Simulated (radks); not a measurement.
K4+, configuration [Ne] 3p3 4s2 (not the ground configuration). All-electron calculation, scalar-relativistic Kohn-Sham, PBE, spin-unpolarised, spherical densities, point nucleus. Program: a radial shooting solver on a logarithmic mesh with Libxc functionals.

Unscreened Slater integrals over Kohn-Sham orbitals (eV).

\begin{tabular}{lr}
integral & value \\ \hline
F0(4s,4s) & 9.7262 \\
F0(4s,3p) & 12.038 \\
G1(4s,3p) & 1.1628 \\
F0(4s,2p) & 13.620 \\
G1(4s,2p) & 0.55844 \\
F0(4s,2s) & 13.528 \\
G0(4s,2s) & 0.43003 \\
F0(3p,3p) & 20.861 \\
F2(3p,3p) & 10.631 \\
F0(3p,2p) & 28.065 \\
F2(3p,2p) & 5.8264 \\
G0(3p,2p) & 2.3910 \\
G2(3p,2p) & 2.4693 \\
F0(3p,2s) & 27.560 \\
G1(3p,2s) & 1.8428 \\
F0(2p,2p) & 71.549 \\
F2(2p,2p) & 33.408 \\
F0(2p,2s) & 66.911 \\
G1(2p,2s) & 39.274 \\
F0(2s,2s) & 63.860 \\
\end{tabular}

Derived for the open shells (J is the average intra-shell exchange parameter used in DFT+U). 3p: J = F2/5 = 2.126 eV.
